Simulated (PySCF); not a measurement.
**isopropylcyclobutane: full NMR table**

* Formula: C7H14
* SMILES: CC(C)C1CCC1
* Point group of the computed structure: Cs
* Degrees of unsaturation: 1
* Carbon signals: 5
* Proton signals: 7

Bonds (- single, = double, # triple, : aromatic): C1-C2, C2-C3, C2-C4, C4-C5, C5-C6, C6-C7, C7-C4. C1 carries H8, H9, H10; C2 carries H11; C3 carries H12, H13, H14; C4 carries H15; C5 carries H16, H17; C6 carries H18, H19; C7 carries H20, H21. H17, H19, H20 are cis to C2 on the ring; H16, H18, H21 are trans to C2 on the ring.

Calculated, not measured (PySCF 2.14.0 with density-fitted response routines): spin–spin couplings from B3LYP/pcJ-1 (without the spin–dipole term), shielding tensors at PBE0/pcSseg-1 (GIAO), structure optimised with PBE0-D3(BJ)/def2-SVP. A single conformation, equivalent nuclei averaged, relativity neglected, no solvent model.

Chemical shifts δ = σref − σ; TMS for ¹H (σref 31.27), ¹³C (σref 184.41), all at this level.

| carbon | δC, type | δH (multiplicity, J in Hz) | HMBC from (abs. J ≥ 3 Hz) | span of the C tensor (ppm) |
| --- | --- | --- | --- | --- |
| C1/C3 | 20.7, CH3 | 0.79 (d, 7.3) | H8/H9/H10/H12/H13/H14 | 36 |
| C2 | 38.9, CH | 1.02 (m) | H17/H20, H8/H9/H10/H12/H13/H14 | 32 |
| C4 | 44.7, CH | 1.56 (m) | H19, H17/H20, H11, H8/H9/H10/H12/H13/H14 | 39 |
| C5/C7 | 29.8, CH2 | H16 1.92 (m); H17 1.49 (m) | H16/H21, H18, H15 | 30 |
| C6 | 18.8, CH2 | H18 1.75 (m); H19 1.61 (m) | H17/H20 | 20 |

Selected couplings (Hz, signed; the shortest-range and largest first, 30 at most; isotopes ¹³C, ¹H): ¹J(C6,H19) 144.1, ¹J(C5,H16) 144.0, ¹J(C6,H18) 137.6, ¹J(C5,H17) 135.3, ¹J(C4,H15) 133.5, ¹J(C1,H8) 131.4, ¹J(C2,H11) 129.0, ¹J(C2,C4) 37.0, ¹J(C1,C2) 36.3, ¹J(C5,C6) 29.7, ¹J(C4,C5) 29.4, ²J(H18,H19) -12.1, ²J(H16,H17) -11.8, ²J(C4,C6) -6.9, ³J(H17,H18) 12.0, ³J(H11,H15) 11.0, ³J(H15,H17) 10.8, ³J(H17,H19) 9.7, ³J(H16,H18) 9.3, ³J(H15,H16) 8.4, ³J(H8,H11) 7.3, ³J(C2,C6) 6.2, ³J(C1,C5) 3.2, ³J(H16,H19) 1.5, ⁴J(H15,H19) -1.3, ⁴J(H16,H20) -1.1.

Carbon types of the structure: 2 × CH, 3 × CH2, 2 × CH3, which accounts for all hydrogens. δC 38.9: sp3 CH; a saturated carbon with 3 carbon neighbours and no heteroatom attached. δC 29.8, 18.8: sp3 CH2 in a ring; a saturated carbon with 2 carbon neighbours and no heteroatom attached. δC 20.7: methyl carbon; a saturated carbon with 1 carbon neighbour and no heteroatom attached. δH 1.92, 1.75, 1.61, 1.49: hydrogen on an sp3 CH2 in a ring; far from electronegative atoms and π systems. δH 1.56: hydrogen on an sp3 CH in a ring; far from electronegative atoms and π systems.

Multiplet labels drop couplings under 1 Hz and merge nearly equal ones. Couplings among chemically equivalent protons are left out too, so labels in AA′BB′ or AA′XX′ sets are apparent multiplicities. Unscaled 3J(H,H) at this level run about 10 % above measured values. Shifts are as computed. Against solution values, carbons near 30 ppm lie about +2 ppm off and those near 130 ppm about +5 ppm. Of 1211 compounds with measured shifts, 218 miss one by over three times the rms of a fit or turn the order of signals round; such compounds aren't used in these exercises. Vicinal couplings across rotatable single bonds and in flexible rings belong to the one computed conformer; a conformer average would change them.
